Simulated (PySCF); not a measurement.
A calculated (revPBE, PySCF 2.14, aug-cc-pwCVTZ-DK, scalar relativity by spin-free X2C-1e) atom or ion has these occupied shells.

| shell | electrons | orbital energy (eV) | rms radius, mean of both spins (bohr) |
| --- | --- | --- | --- |
| 1s β | 1 | -4394.5 | 0.0844 |
| 1s α | 1 | -4394.5 | 0.0844 |
| 2s α | 1 | -473.48 | 0.373 |
| 2s β | 1 | -473.30 | 0.373 |
| 2p α | 3 | -387.30 | 0.342 |
| 2p β | 3 | -387.17 | 0.342 |
| 3s α | 1 | -54.594 | 1.16 |
| 3s β | 1 | -53.964 | 1.16 |
| 3p α | 3 | -33.176 | 1.27 |
| 3p β | 3 | -32.536 | 1.27 |
| 4s α | 1 | -4.098 | 3.93 |
| 4s β | 1 | -3.890 | 3.93 |
| 3d α | 1 | -3.442 | 2.24 |

Name the element and its charge.

Sc (scandium, neutral), in [Ar] 3d1 4s2, 2D determinant.
